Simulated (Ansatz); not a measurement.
Two isomers of C3H7AlO: A = `C1C[O][AlH][CH2]1`, B = `C=[CH][Al]([CH3])[OH]`.

Gas-phase electronic energies from Ansatz, PBE0-D4/def2-TZVP geometries. CBS: MP2 limit from def2 TZ/QZ plus the TZ coupled-cluster correction, frozen cores. Functionals use def2-TZVPP. B3LYP here is the variant with VWN-RPA as its local correlation; programs differ in this. One conformer a species, not always the lowest.

Problem. Which is lower in electronic energy at CCSD(T)/CBS, and by how much? (An estimate is asked.)

Solution. Computed: B, by 50.4 kJ/mol.

Problem. Give E(B) − E(A) in kJ/mol with B3LYP-D4, B3LYP, PBE-D4, HF/def2-TZVPP, ωB97M-V, MP2/def2-TZVPP, r2SCAN-D4. (An estimate is asked.)

Solution. Computed: B3LYP-D4 -52.5, B3LYP -58.1, PBE-D4 -35.6, HF/def2-TZVPP -58.9, ωB97M-V -41.6, MP2/def2-TZVPP -44.2, r2SCAN-D4 -41.9. None reverses the order clearly.

Largest T1 diagnostic: 0.012.

The D4 term adds +5.6 kJ/mol with B3LYP and +2.4 kJ/mol with PBE0; it sums over pairs of atoms, weighted by their polarisabilities, and B3LYP, whose exchange is more repulsive, gets the larger term. From PBE to PBE0 (25 % exact exchange), in def2-TZVPP and without D4, E(B) − E(A) moves by +7.5 kJ/mol.
